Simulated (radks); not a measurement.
Species: Sm5+. Configuration: [Xe] 4f3.

All-electron calculation, Dirac Kohn-Sham, LB94 model potential, spin-unpolarised, spherical densities, finite nucleus; open shells fill j = l - 1/2 first; Fermi nuclear charge, rms radius 5.0819 fm. Program: a radial shooting solver on a logarithmic mesh with Libxc functionals.

Energy parts (hartree):
| part | energy |
|---|---|
| kinetic | 11340.3140 |
| electron-nucleus | -25437.8495 |
| Hartree | 3903.0855 |
(The LB94 potential has no energy functional, so no total or exchange-correlation energy is given.)

Orbitals (lengths in bohr, moments of r in powers of bohr; r(max) is where P^2 peaks):
orbital  occ.  eigenvalue (hartree)   r(max)      <r^2>      <r^4>  small-component weight
1s1/2       2             -1723.253  0.01448  0.0007029  1.309e-06                5.32e-02
2s1/2       2             -284.6166  0.08223    0.01101  0.0002097                1.17e-02
2p1/2       2             -270.2148  0.06225   0.008008  0.0001301                1.18e-02
2p3/2       4             -247.8615  0.06792   0.009249  0.0001680                1.10e-02
3s1/2       2             -65.17657   0.2340    0.07392   0.008247                3.65e-03
3p1/2       2             -58.90279   0.2209    0.06904   0.007539                3.60e-03
3p3/2       4             -54.39339   0.2330    0.07616   0.009108                3.38e-03
3d3/2       4             -43.44080   0.1856    0.06124   0.006698                3.27e-03
3d5/2       6             -42.45822   0.1890    0.06325   0.007104                3.20e-03
4s1/2       2             -15.36720   0.5385     0.3745     0.2031                1.16e-03
4p1/2       2             -12.96337   0.5438     0.3939     0.2306                1.10e-03
4p3/2       4             -11.95698   0.5696     0.4321     0.2768                1.01e-03
4d3/2       4              -7.97319   0.5794     0.4906     0.3841                8.71e-04
4d5/2       6              -7.78828   0.5878     0.5049     0.4065                8.50e-04
5s1/2       2              -4.13099    1.201      1.904      5.194                3.00e-04
5p1/2       2              -3.39632    1.290      2.264      7.463                2.54e-04
5p3/2       4              -3.21416    1.355      2.486      8.951                2.32e-04
4f5/2       3              -3.09804   0.5814     0.7537      1.195                5.63e-04
4f7/2       0              -3.07036   0.5856     0.7653      1.232                5.56e-04
5d3/2       0              -2.16714    1.642      3.798      21.37                1.53e-04
5d5/2       0              -2.14324    1.665      3.889      22.35                1.49e-04
6s1/2       0              -1.81270    2.558      7.704      80.60                9.86e-05

The highest occupied level is 4f5/2 at -84.302 eV. Summed over all electrons, <r^2> = 30.09 bohr^2, which gives a Langevin (diamagnetic) susceptibility term of -23.8 x 10^-6 cm^3/mol. The density falls to 0.001 e/bohr^3 at r = 3.03 bohr. The electron density at the nucleus is 5.333e+05 e/bohr^3.
